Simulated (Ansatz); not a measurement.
Cartesian coordinates in Å:
```
B 0.6377 -0.9136 0.2063
Si -0.0185 0.2182 1.6273
F -0.3287 -0.3237 3.0941
S -1.4240 -0.5816 0.1760
In -0.3832 0.5586 -1.7853
H 0.9197 -2.0676 0.2785
H 1.2204 -0.3192 -0.7231
H -0.0329 1.6955 1.6978
H 0.0278 2.1709 -1.4345
H -0.6183 -0.4375 -3.1372
```

Total charge 0; spin multiplicity 1. In takes the def2 core potential.

Problem. List the ωB97M-V/def2-TZVPP orbital energies in eV (the Gaussian-basis code of Ansatz). (An estimate is asked.)

Solution. Computed: Occupied: -2426.97, -1808.19, -677.65, -220.96, -187.90, -164.02, -163.99, -163.94, -149.15, -131.84, -103.33, -103.28, -103.18, -88.23, -88.09, -87.97, -36.19, -24.87, -24.73, -24.64, -24.52, -24.47, -23.28, -18.17, -17.22, -15.74, -15.36, -15.18, -14.52, -12.50, -12.26, -11.49, -10.91, -10.16, -9.43. Lowest empty: 0.15, 0.84, 1.21, 1.65, 1.85, 2.22, 2.37, 2.97.
